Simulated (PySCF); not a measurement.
C₆H₈, SMILES C=C=CC1CC1.

The structure is a stationary point at PBE0-D3(BJ)/def2-SVP. Other conformers were not sampled.

These are TDA-PBE/def2-SVPD (PySCF 2.14.0) values and carry that method's errors.

Vertical excitations.  State labels are in the subgroup Cs.

Q: Estimate the UV-visible absorptions. (An estimate is asked for; the answer gives what the named calculation found.)

A: 
```json
[
 {"state": "S1", "symmetry": "A\"", "energy (eV)": "5.04", "λ (nm)": "246", "f": "0.000", "main pairs": "HOMO→LUMO 99 %"},
 {"state": "S2", "symmetry": "A\"", "energy (eV)": "6.01", "λ (nm)": "206", "f": "0.003", "main pairs": "HOMO−1→LUMO+1 55 %, HOMO→LUMO+2 44 %"},
 {"state": "S3", "symmetry": "A\"", "energy (eV)": "6.03", "λ (nm)": "205", "f": "0.004", "main pairs": "HOMO→LUMO+2 56 %, HOMO−1→LUMO+1 43 %"},
 {"state": "S4", "symmetry": "A\"", "energy (eV)": "6.31", "λ (nm)": "196", "f": "0.006", "main pairs": "HOMO→LUMO+3 100 %"},
 {"state": "S5", "symmetry": "A\"", "energy (eV)": "6.39", "λ (nm)": "194", "f": "0.006", "main pairs": "HOMO→LUMO+4 100 %"},
 {"state": "S6", "symmetry": "A'", "energy (eV)": "6.41", "λ (nm)": "193", "f": "0.193", "main pairs": "HOMO→LUMO+1 52 %, HOMO→LUMO+5 16 %, HOMO−2→LUMO 10 %, HOMO−1→LUMO 10 %"},
 {"state": "S7", "symmetry": "A'", "energy (eV)": "6.67", "λ (nm)": "186", "f": "0.169", "main pairs": "HOMO−2→LUMO 37 %, HOMO→LUMO+5 35 %, HOMO−1→LUMO 12 %, HOMO−1→LUMO+2 8 %"},
 {"state": "S8", "symmetry": "A'", "energy (eV)": "6.73", "λ (nm)": "184", "f": "0.007", "main pairs": "HOMO−1→LUMO+2 72 %, HOMO−2→LUMO 25 %"},
 {"state": "S9", "symmetry": "A'", "energy (eV)": "6.91", "λ (nm)": "179", "f": "0.130", "main pairs": "HOMO→LUMO+5 41 %, HOMO−2→LUMO 20 %, HOMO→LUMO+1 17 %, HOMO−1→LUMO+2 8 %"},
 {"state": "S10", "symmetry": "A'", "energy (eV)": "7.00", "λ (nm)": "177", "f": "0.177", "main pairs": "HOMO−1→LUMO+4 70 %"},
 {"state": "T1", "symmetry": "A'", "energy (eV)": "4.37", "λ (nm)": "284", "f": "0", "main pairs": "HOMO→LUMO+1 89 %"},
 {"state": "T2", "symmetry": "A\"", "energy (eV)": "4.70", "λ (nm)": "264", "f": "0", "main pairs": "HOMO→LUMO 98 %"},
 {"state": "T3", "symmetry": "A'", "energy (eV)": "4.73", "λ (nm)": "262", "f": "0", "main pairs": "HOMO−1→LUMO 88 %"},
 {"state": "T4", "symmetry": "A\"", "energy (eV)": "5.67", "λ (nm)": "219", "f": "0", "main pairs": "HOMO−1→LUMO+1 98 %"}
]
```
Triplets are in the Tamm–Dancoff approximation.
